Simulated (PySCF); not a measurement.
Molfile (atoms numbered from 1):
```
C6H11BO2
     RDKit          3D

 20 20  0  0  0  0  0  0  0  0999 V2000
   -2.2187   -1.7190    0.0727 C   0  0  0  0  0  0  0  0  0  0  0  0
   -1.6464   -0.5920   -0.3680 C   0  0  0  0  0  0  0  0  0  0  0  0
   -2.4571    0.4985   -1.0074 C   0  0  0  0  0  0  0  0  0  0  0  0
   -0.1637   -0.3276   -0.2651 C   0  0  0  0  0  0  0  0  0  0  0  0
    0.6719   -1.5092    0.2010 C   0  0  0  0  0  0  0  0  0  0  0  0
    2.0415   -1.1765    0.2723 O   0  0  0  0  0  0  0  0  0  0  0  0
    2.4188    0.0953    0.5602 B   0  0  0  0  0  0  0  0  0  0  0  0
    1.5258    1.0986    0.7630 O   0  0  0  0  0  0  0  0  0  0  0  0
    0.1414    0.8631    0.6448 C   0  0  0  0  0  0  0  0  0  0  0  0
   -1.6572   -2.5265    0.5467 H   0  0  0  0  0  0  0  0  0  0  0  0
   -3.2957   -1.8732   -0.0330 H   0  0  0  0  0  0  0  0  0  0  0  0
   -2.0183    0.8066   -1.9708 H   0  0  0  0  0  0  0  0  0  0  0  0
   -3.4919    0.1761   -1.1864 H   0  0  0  0  0  0  0  0  0  0  0  0
   -2.4941    1.4006   -0.3744 H   0  0  0  0  0  0  0  0  0  0  0  0
    0.1940   -0.0571   -1.2780 H   0  0  0  0  0  0  0  0  0  0  0  0
    0.5641   -2.3586   -0.4908 H   0  0  0  0  0  0  0  0  0  0  0  0
    0.3332   -1.8486    1.1961 H   0  0  0  0  0  0  0  0  0  0  0  0
    3.5948    0.3462    0.6361 H   0  0  0  0  0  0  0  0  0  0  0  0
   -0.2878    0.6783    1.6465 H   0  0  0  0  0  0  0  0  0  0  0  0
   -0.3176    1.7844    0.2558 H   0  0  0  0  0  0  0  0  0  0  0  0
  1  2  2  0
  2  3  1  0
  2  4  1  0
  4  5  1  0
  5  6  1  0
  6  7  1  0
  7  8  1  0
  8  9  1  0
  9  4  1  0
  1 10  1  0
  1 11  1  0
  3 12  1  0
  3 13  1  0
  3 14  1  0
  4 15  1  0
  5 16  1  0
  5 17  1  0
  7 18  1  0
  9 19  1  0
  9 20  1  0
M  END
```

[PySCF: NMR shieldings at PBE0/pcSseg-1/GIAO; PBE0-D3(BJ)/def2-SVP geometry; one conformer; non-relativistic; one averaged value for each set of equivalent atoms; no solvent model]

Question: Predict the 2D correlation tables (HSQC, COSY, HMBC).

Answer: 

HSQC (one-bond C–H):
```csv
δH,δC
5.16 (H11),117.5 (C1)
4.77 (H10),117.5 (C1)
4.04 (H16/H20),66.5 (C5/C9)
3.65 (H17/H19),66.5 (C5/C9)
2.08 (H15),44.3 (C4)
1.85 (H12/H13/H14),25.7 (C3)
```

COSY cross peaks (H two or three bonds apart, from the bond graph; peaks can be absent where the dihedral angle is near 90°):
```csv
δH,δH
5.16 (H11),4.77 (H10)
4.04 (H16/H20),3.65 (H17/H19)
4.04 (H16/H20),2.08 (H15)
3.65 (H17/H19),2.08 (H15)
```

HMBC (two and three bonds, from the bond graph):
```csv
δH,δC
5.16 (H11),"151.3 (C2), 44.3 (C4), 25.7 (C3)"
4.77 (H10),"151.3 (C2), 44.3 (C4), 25.7 (C3)"
4.12 (H18),66.5 (C5/C9)
4.04 (H16/H20),"151.3 (C2), 66.5 (C5/C9), 44.3 (C4)"
3.65 (H17/H19),"151.3 (C2), 66.5 (C5/C9), 44.3 (C4)"
2.08 (H15),"151.3 (C2), 117.5 (C1), 66.5 (C5/C9), 25.7 (C3)"
1.85 (H12/H13/H14),"151.3 (C2), 117.5 (C1), 44.3 (C4)"
```

References, each an isolated molecule treated in the same way: TMS for ¹H (31.27 ppm), ¹³C (184.41 ppm).

Short H···H contacts in this conformer between protons four or more bonds apart (candidates for NOE cross peaks, intensity ∝ r⁻⁶): H10···H17 2.20 Å, H14···H20 2.30 Å, H11···H13 2.36 Å, H10···H16 2.46 Å, H12···H15 2.47 Å.

Hydrogens on boron are broadened and split by ¹¹B (spin 3/2, 80 %) and 10B (spin 3). Shifts are as computed. Against solution values, carbons near 30 ppm lie about +2 ppm off and those near 130 ppm about +5 ppm. Of 1309 compounds with measured shifts, 239 miss one by over three times the rms of a fit or turn the order of signals round; such compounds aren't used in these exercises.
